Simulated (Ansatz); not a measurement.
## Two structures, one formula

The two ends of one reaction step of Si$_{2}$NH$_{9}$O, singlet (PBE0-D4/def2-TZVP).

A:

```
13
angstrom
Si -0.0900 -0.3214 0.1899
N 1.7862 -1.5507 1.4869
O -1.3172 0.4395 -0.6357
Si -1.6791 1.7170 -1.5700
H 0.2961 0.6225 1.2684
H -0.7304 -1.5652 0.6721
H 2.6488 -1.0201 1.4728
H 0.9802 -0.5349 -0.8165
H 1.5296 -1.6940 2.4562
H 1.9780 -2.4593 1.0825
H -1.5350 2.9918 -0.8128
H -0.7829 1.7814 -2.7588
H -3.0844 1.5933 -2.0350
```

B:

Si1  (-0.534, -0.730, 1.155)
N2  (0.841, -1.677, 0.821)
O3  (-1.256, -0.029, -0.140)
Si4  (-1.083, 0.967, -1.420)
H5  (-0.103, 0.353, 2.074)
H6  (-1.559, -1.614, 1.753)
H7  (2.194, 1.275, -0.281)
H8  (2.088, 1.491, 0.426)
H9  (1.744, -1.264, 0.659)
H10  (0.770, -2.593, 0.411)
H11  (-0.851, 2.364, -0.967)
H12  (0.071, 0.545, -2.260)
H13  (-2.323, 0.912, -2.231)
(Å)

Program: Ansatz 0.2.0. Basis: def2-TZVPP. Cores are frozen in the correlated methods. B3LYP uses VWN-RPA correlation.

(1) Which structure is lower at CCSD(T), and by how much? (To be estimated.)

No T1 diagnostic of these runs exceeds 0.011.

Answers

(1) By the calculation: B, by 28.9 kJ/mol (electronic energy, against the other). By their contacts, A is a complex of Si₂H₆O ([SiH3][O][SiH3]) + NH₃ and B is a complex of Si₂NH₇O ([NH2][SiH2][O][SiH3]) + H₂.

All methods give the same order:

```tsv
method	E(B) − E(A) (kJ/mol)
SPW92	-16.4
PBE-D4	-24.1
BLYP-D4	-32.2
r2SCAN-D4	-31.0
B97M-V	-27.2
PBE0-D4	-25.0
B3LYP-D4	-32.0
r2SCAN0-D4	-30.3
BHLYP-D4	-32.2
CAM-B3LYP-D4	-32.0
wB97X-V	-29.1
wB97M-V	-28.8
B2PLYP	-30.7
PBE-QIDH	-27.2
RPA on PBE	-26.6
HF	-34.2
MP2	-34.3
CCSD	-28.6
CCSD(T)	-28.9
```

Labels in which every atom is bracketed show which atoms are joined, not bond orders.

For scale, one of the runs: CCSD(T)/def2-TZVPP, 272 basis functions, launched by `ansatz run in.yaml --threads 8 --pin off --events-out ev --progress --plain --max-ram 19148MiB`. The run took 64 s on 8 CPU threads of an Intel Xeon Platinum 8375C (shared host), with 6.9 GiB of host memory at its peak.
